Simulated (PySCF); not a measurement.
## Molecular orbitals of ZnO

B2PLYP at R = 1.873 Å; basis Zn def2-SVP, O def2-SVP; no relativity; PySCF 2.14. State: ³Π (triplet), unpaired electrons σ ↑, π ↑. Only the outer orbitals are listed, counted within each symmetry.

| spin | orbital | occ. | ε (eV) | on Zn (%) | main shells (%) |
| --- | --- | --- | --- | --- | --- |
| α | 4π | 1 | -12.07 | 4 | 96 O p |
| α | 9σ | 1 | -11.40 | 23 | 75 O p, 18 Zn s |
| α | 4π | 1 | -9.94 | 4 | 96 O p |
| α | 10σ | 1 | -7.00 | 91 | 73 Zn s, 17 Zn p, 10 O p |
| α | 5π | 0 | 2.31 | 99 | 98 Zn p |
| α | 5π | 0 | 2.50 | 97 | 97 Zn p |
| α | 11σ | 0 | 3.11 | 101 | 92 Zn s, 9 Zn p |
| β | 9σ | 1 | -9.16 | 33 | 65 O p, 29 Zn s |
| β | 4π | 1 | -8.86 | 5 | 95 O p |
| β | 10σ | 0 | -1.83 | 86 | 72 Zn s, 15 O p, 13 Zn p |
| β | 4π | 0 | -0.17 | 24 | 76 O p, 24 Zn p |
| β | 5π | 0 | 3.34 | 97 | 97 Zn p |

Q: Which are the highest filled and the lowest empty level, where do they sit, and how wide is the gap?

A: Highest filled α 10σ at -7.00 eV (in %: 73 Zn s, 17 Zn p, 10 O p); lowest empty β 10σ at -1.83 eV (in %: 72 Zn s, 15 O p, 13 Zn p); the gap at B2PLYP is 5.17 eV.

```json
{"bond order (Mayer)": "0.85", "⟨S²⟩": "2.014", "charge on Zn (Mulliken, basis-dependent)": "0.45", "charge on Zn (Löwdin, basis-dependent)": "0.41", "dipole moment (positive dipole means Zn(−)O(+))": "-3.06 D"}
```

Shares are Mulliken populations and can fall outside 0 to 100 %.

Correlated steps freeze 6 core orbitals. B2PLYP dipoles, levels and charges come from its SCF part alone. The state was picked by a PBE0 search and need not be the measured ground state.
